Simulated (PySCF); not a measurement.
# Nb⁺ (niobium, charge +1): MN15 calculation

Configuration: [Kr] 4d4, high-spin 5D determinant. Computed with PySCF 2.14 in x2c-TZVPall (8s6p6d1f, 63 functions), with scalar relativity by spin-free X2C-1e.

```json
{
  "Total energy": "-3821.49 hartree",
  "One-electron energy": "-5260.25 hartree",
  "Hartree (Coulomb) energy": "1560.90 hartree",
  "Exchange-correlation energy": "-122.14 hartree",
  "⟨S²⟩": "6.0016",
  "⟨L²⟩": "6.425",
  "Sum of ⟨r⟩": "27.33 bohr",
  "Sum of ⟨r²⟩": "38.91 bohr²",
  "Traceless quadrupole moment −½Σ⟨3z² − r²⟩ along its main axis": "-2.67 e·bohr²",
  "Langevin diamagnetic susceptibility": "-30.8 ×10⁻⁶ cm³/mol",
  "Time after the integrals": "6.8 s of wall time on 1 thread of Neoverse-V1 (shared host)"
}
```

```
shell  electrons  mean orbital energy (eV)  spread (eV)  rms radius, mean of both spins (bohr)
 1s β          1                  -18797.7            0                                 0.0415
 1s α          1                  -18797.7            0                                 0.0415
 2s β          1                   -2614.0            0                                  0.172
 2s α          1                   -2613.9            0                                  0.172
 2p α          3                   -2355.7        0.251                                  0.152
 2p β          3                   -2355.6        0.171                                  0.152
 3s α          1                   -436.26            0                                  0.481
 3s β          1                   -435.92            0                                  0.481
 3p α          3                   -352.58        0.218                                  0.483
 3p β          3                   -352.31        0.261                                  0.483
 3d α          5                   -206.83        0.254                                  0.475
 3d β          5                   -206.57        0.329                                  0.475
 4s α          1                   -68.389            0                                   1.25
 4s β          1                   -66.989            0                                   1.25
 4p α          3                   -44.948        0.414                                   1.40
 4p β          3                   -42.641        1.057                                   1.40
 4d α          4                   -12.095        0.632                                   2.22
```

Densities and radii are taken from the X2C orbitals without a picture-change correction, which distorts them close to the nucleus.
